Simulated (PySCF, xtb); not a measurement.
C₂H₇FOSi, SMILES F[Si@@H](C)CO.

GFN2-xTB run with xtb at its own geometry gives an orbital gap of 6.25 eV and a dipole moment of 2.88 D.

Geometry optimised at PBE0-D3(BJ)/def2-SVP. The structure was generated by enumeration; whether it is a known compound was not checked. Other conformers were not sampled.

Problem. What does PySCF with HF/def2-TZVP give? (An estimate is asked for; the answer gives what the named calculation found.)

Solution. gap 15.28 eV (levels -11.84 and 3.44 eV), dipole 3.25 D.
